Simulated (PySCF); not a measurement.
Si(OH)3(SH) (H₄O₃SSi), SMILES O[Si](O)(O)S. The structure is a stationary point at PBE-D3(BJ)/def2-SVP. One conformer was computed; it need not be the lowest.

The numbers are results of PBE-D3(BJ)/def2-SVP run with PySCF, not measurements.

Harmonic wavenumbers (cm⁻¹): 124, 175, 208, 237, 254, 304, 317, 328, 360, 506, 682, 775, 806, 808, 852, 939, 964, 2629, 3742, 3759, 3767. Rotational constants (GHz): 3.856, 2.350, 2.202; symmetry number 1.

Task: Work out the zero-point energy and the ideal-gas rigid-rotor harmonic-oscillator thermochemistry at 298.15 K and 1 atm.

Result: ZPE = ½ Σ hcν = ½ × 22535 cm⁻¹ = 134.79 kJ/mol. H − E(el) = 158.12 kJ/mol. Entropy in J/(mol K): translation 167.61, rotation 113.72, vibration 75.82, total 357.15. G − E(el) = 51.63 kJ/mol. Cp = 121.81 J/(mol K). Modes under 150 cm⁻¹ make the vibrational entropy uncertain.
